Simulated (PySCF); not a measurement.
C4H5O2P.
Cartesian coordinates in Å at the GFN2-xTB level; atoms count from 1:
```xyz
12
C4H5O2P angstrom
C     -2.0285   -0.2174   -0.0352
O     -1.0793    0.8169   -0.2140
C      0.2100    0.4676   -0.0911
C      1.2725    1.3081   -0.2258
P      2.7822    0.4288    0.0147
C      1.8471   -0.9707    0.2709
O      0.5077   -0.8046    0.1846
H     -1.8860   -1.0129   -0.7720
H     -3.0012    0.2488   -0.1750
H     -1.9595   -0.6437    0.9693
H      1.1764    2.3525   -0.4457
H      2.1598   -1.9742    0.4934
```

Theory: TDDFT CAM-B3LYP/def2-SVPD, vertical, gas phase, core orbitals frozen in the response (PySCF 2.14.0, density-fitted response routines).

Transition dipole moments from the ground state, in atomic units and in the frame of the coordinates above (overall signs are arbitrary), for the states with f of 0.002 or more among the lowest 7:

| state | E (hartree) | μx | μy | μz |
| --- | --- | --- | --- | --- |
| S1 | 0.1833 | -0.301 | 0.676 | -0.152 |
| S4 | 0.2242 | 0.074 | 0.192 | -0.033 |
| S5 | 0.2256 | -0.013 | 0.077 | 0.380 |
| S6 | 0.2495 | 1.665 | 0.390 | -0.020 |
| S7 | 0.2568 | 0.011 | -0.098 | -0.466 |

Q: What oscillator strength does each state have?

A: f = (2/3) ΔE |μ|² with ΔE in hartree (27.2114 eV).

| state | \|μ\|² (au) | \|μ\| (D) | f |
| --- | --- | --- | --- |
| S1 | 0.570 | 1.92 | 0.070 |
| S4 | 0.043 | 0.53 | 0.006 |
| S5 | 0.151 | 0.99 | 0.023 |
| S6 | 2.925 | 4.35 | 0.487 |
| S7 | 0.227 | 1.21 | 0.039 |

Q: The point group is Cs. Which irreducible representation does each state belong to?

A: From a totally symmetric ground state, an allowed state transforms like the component of the dipole operator along its μ. Polarised normal to the mirror plane, so A″: S5 and S7. Polarised in the mirror plane, so A′: S1, S4 and S6.

Q: What angle do the transition dipoles of S5 and S7 make?

A: |cos θ| = |μa·μb| / (|μa| |μb|) = 1.00, so θ ≈ 1° (taken between 0 and 90°, since the signs are arbitrary).

Q: What peak molar absorption coefficient would the strongest computed level give as a lone Gaussian band 0.5 eV wide at half height?

A: ε(max) = 2.175×10⁸ f / FWHM, with the width in cm⁻¹. S6: 2.175×10⁸ × 0.4866 / 4033 ≈ 26000 L mol⁻¹ cm⁻¹.

One conformer stands for the species.
